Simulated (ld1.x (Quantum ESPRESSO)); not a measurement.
**bismuth (Bi), PAW: configuration errors across variants**

- Element: bismuth (Bi)
- Generator: ld1.x (Quantum ESPRESSO) 7.5
- Type: PAW
- Functional: LDA (PZ)
- Relativity: scalar-relativistic
- Frozen core: [Kr] 4d10 4f14
- Valence charge: 23
- Reference configuration: 5s2 5p6 5d10 6s2 6p3
- Partial waves: 5s (bound): rcut 1.10, rcutus 1.45 bohr; 6s (bound): rcut 1.10, rcutus 1.45 bohr; 5p (bound): rcut 1.55, rcutus 1.85 bohr; 6p (bound): rcut 1.55, rcutus 1.85 bohr; 5d (bound): rcut 1.40, rcutus 1.65 bohr; 5d channel at 3 Ry: rcut 1.40, rcutus 1.65 bohr
- Local potential: all-electron potential smoothed inside 1.80 bohr (lloc = -1)
- Core correction: Bessel-smoothed model core, default radius (core density twice the valence density)
- Augmentation charge: BESSEL, radius 0.90 bohr

All-electron excitation energies from the reference (eV): (1) 5s2 5p6 5d10 6s2 6p2 8.154; (2) 5s2 5p6 5d10 6s2 6p1 23.719; (3) 5s2 5p6 5d10 6s2 6p0 47.434; (4) 5s2 5p6 5d10 6s1 6p4 10.177.

The default core radius of the base comes out at 0.66 bohr.

The overlap operator is not positive definite (basis up to 400 Ry) in “base”, “waves 5p (bound): rcut 1.32, rcutus 1.40 bohr; 6p (bound): rcut 1.32, rcutus 1.40 bohr”, “augmentation BESSEL, radius 0.80 bohr”, “local potential all-electron potential smoothed inside 1.55 bohr (lloc = -1)”, “core correction Bessel-smoothed model core inside 1.52 bohr”, “waves 5d (bound): rcut 1.40, rcutus 1.64 bohr; 5d channel at 3 Ry: rcut 1.40, rcutus 1.64 bohr”, “wave 5d channel at 3 Ry: rcut 1.40, rcutus 1.65 bohr becomes 5d channel at -0.11 Ry: rcut 1.40, rcutus 1.65 bohr”. Such files are unfit for use, however small their errors in these radial tests.

3 further variants failed, have other tests or too few solved ones, and are left out.

Errors AE − PS in meV (a dash: test not solved or not reliable):

| change | (1) | (2) | (3) | (4) | bound ghosts |
| --- | --- | --- | --- | --- | --- |
| base | -3.5 | -10 | -21 | -0.6 | not determined (overlap not positive) |
| waves 5p (bound): rcut 1.32, rcutus 1.40 bohr; 6p (bound): rcut 1.32, rcutus 1.40 bohr | -3.4 | -9.6 | -19 | +1.0 | not determined (overlap not positive) |
| augmentation BESSEL, radius 0.80 bohr | -3.3 | -9.3 | -18 | -0.3 | not determined (overlap not positive) |
| local potential all-electron potential smoothed inside 1.55 bohr (lloc = -1) | -2.0 | -0.4 | +16 | -0.3 | not determined (overlap not positive) |
| core correction Bessel-smoothed model core inside 1.52 bohr | -3.6 | -10 | -21 | -0.7 | not determined (overlap not positive) |
| waves 5d (bound): rcut 1.40, rcutus 1.64 bohr; 5d channel at 3 Ry: rcut 1.40, rcutus 1.64 bohr | -3.5 | -10 | -21 | -0.6 | not determined (overlap not positive) |
| wave 5d channel at 3 Ry: rcut 1.40, rcutus 1.65 bohr becomes 5d channel at -0.11 Ry: rcut 1.40, rcutus 1.65 bohr | -3.4 | -10 | -21 | -1.3 | not determined (overlap not positive) |

(1) Give the same row for: local potential all-electron potential smoothed inside 1.52 bohr (lloc = -1).

Results:

(1) -2.0, -0.4, +16, -0.3; bound ghosts: not determined (overlap not positive). Its overlap operator is not positive definite in a basis up to 400 Ry (lowest eigenvalue d -6.01), so the file is unfit for use: the generalised eigenproblem breaks down once the basis is large enough, and its test numbers describe a broken file.
